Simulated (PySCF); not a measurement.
C4H8S, SMILES C1CCSC1. Atoms are numbered in the order given.

```xyz
13

C     -0.2753    -0.7142     1.2841
C      0.2753     0.7142     1.2841
C     -0.1371     1.3404    -0.0500
S      0.0000     0.0000    -1.3171
C      0.1371    -1.3404    -0.0500
H      0.0984    -1.3060     2.1357
H     -1.3756    -0.6863     1.3569
H     -0.0984     1.3060     2.1357
H      1.3756     0.6863     1.3569
H     -1.1776     1.6998    -0.0175
H      0.5086     2.1805    -0.3431
H      1.1776    -1.6998    -0.0175
H     -0.5086    -2.1805    -0.3431
```
Charge 0, spin multiplicity 1.

Geometry optimised at B3LYP-D3(BJ)/def2-SVP. Other conformers were not sampled.

These are SMD-PBE0/6-31G* (PySCF) values and carry that method's errors.

Solvation free energies are E(SMD) − E(gas) at the gas-phase geometry, for 1 M in both phases. In vacuum the dipole moment is 2.26 D.

Task: Estimate the solvation free energies in water, acetonitrile, chlorobenzene. (Estimate from the structure and the level; the computed values follow.)

Result: 
```tsv
solvent	ΔG(solv) (kcal/mol)	its non-electrostatic (CDS) part	dipole (D)
water	-1.8	1.7	2.99
acetonitrile	-5.7	-2.2	2.97
chlorobenzene	-5.9	-3.2	2.81
```
